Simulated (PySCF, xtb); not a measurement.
C₂H₇FOSi₂, SMILES C=C[Si@H](F)[SiH2]O. Other conformers were not sampled.

Harmonic wavenumbers (cm⁻¹) from xtb 6.7.1 with GFN2-xTB at its own minimum, in rising order: 17, 51, 94, 146, 166, 193, 282, 351, 433, 442, 486, 611, 640, 663, 710, 741, 773, 783, 798, 892, 919, 1005, 1031, 1280, 1421, 1663, 2174, 2213, 2284, 3031, 3071, 3109, 3675.

### Question
What does PySCF 2.14.0 with ωB97X-D3(BJ)/def2-SVP give at its own minimum? (Estimate from the structure and the level; the computed values follow.)

### Answer
23, 56, 92, 160, 186, 212, 249, 383, 456, 478, 558, 682, 721, 786, 811, 828, 879, 902, 924, 957, 1008, 1021, 1049, 1283, 1428, 1705, 2222, 2248, 2270, 3151, 3173, 3251, 3927. Paired by order, the mean absolute difference is 62 cm⁻¹ and the zero-point energies are 51.7 and 54.4 kcal/mol.
